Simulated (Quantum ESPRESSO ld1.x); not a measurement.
Question: The mean radii <r> (bohr) of the occupied orbitals of an atom or ion are listed with their occupations. Calculated with ld1.x of Quantum ESPRESSO 7.5: scalar-relativistic Kohn-Sham, revPBE, spin-unpolarised, spherical densities, point nucleus.

| orbital | occ. | <r> |
|---|---|---|
| 1s | 2 | 0.03501 |
| 2s | 2 | 0.1447 |
| 2p | 1 | 0.1241 |

Name the element and its charge.

Answer: Z = 42, molybdenum, charge +37: Mo37+ in [He] 2s2 2p1. The 1s radius gives Z: for a bare nucleus <r> = (2 gamma + 1)/(2Z) with gamma = sqrt(1 - (Z/c)^2), 0.03457 bohr for Z = 42, and screening makes it slightly larger (0.03501 here). The occupations add up to 5, and the charge is Z minus that.
